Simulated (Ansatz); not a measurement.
Harmonic frequencies (cm⁻¹) at PBE0-D4/def2-TZVP from Ansatz: 57, 70, 87, 101, 229, 301, 463, 604, 723, 742, 768, 915, 950, 956, 966, 1048, 1086, 1141, 1176, 1261, 1321, 1413, 1470, 1528, 2240, 2247, 2258, 2626, 3054, 3127.

Each molecule was computed in one conformer, which needn't be the lowest.

(1) Which molecule is it?
A. `CBS[SiH2]C`
B. `B[CH](B)[AlH2]`
C. `FCOBO[SiH3]`
D. `COB(F)O[SiH3]`

Results:

(1) C.
